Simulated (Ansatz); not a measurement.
Program: Ansatz. Geometries: PBE0-D4/def2-TZVP. ΔE: electronic, gas phase. CBS: MP2 limit from def2 TZ/QZ plus the TZ coupled-cluster correction, frozen cores. Functionals use def2-TZVPP. B3LYP here is the variant with VWN-RPA as its local correlation; programs differ in this. Elements past krypton have def2 core potentials. For Sb, Sn outer-core shells are correlated without core-valence functions, which leaves a few kJ/mol of doubt a bond. One conformer a species, not always the lowest.

`C[SiH](Cl)[SbH2]` + `C[O][SnH]([OH])[Cl]` → `C[O][SnH]([Cl])[O]C` + `Cl[SiH2][SbH2]`  (substitution at a C–Si bond)

Q: Is it downhill or uphill in electronic energy at CCSD(T)/CBS, and by how much? (Best estimate.)

A: Ansatz gave: Uphill: ΔE = +109.5 kJ/mol.

Q: What do these levels give: ωB97X-V, r2SCAN, B3LYP, HF/def2-QZVPP, SCS-MP2/def2-QZVPP, HF/CBS(def2)? (An estimate is asked.)

A: Ansatz gave: ωB97X-V 103.5, r2SCAN 109.4, B3LYP 101.0, HF/def2-QZVPP 94.5, SCS-MP2/def2-QZVPP 108.5, HF/CBS(def2) 94.4 kJ/mol.

Largest T1 diagnostic among the species: 0.013.

In def2-TZVPP, CCSD(T) changes the Hartree–Fock value by +11.4 kJ/mol (the triples alone add +0.8 kJ/mol) and MP2 by +20.0 kJ/mol.
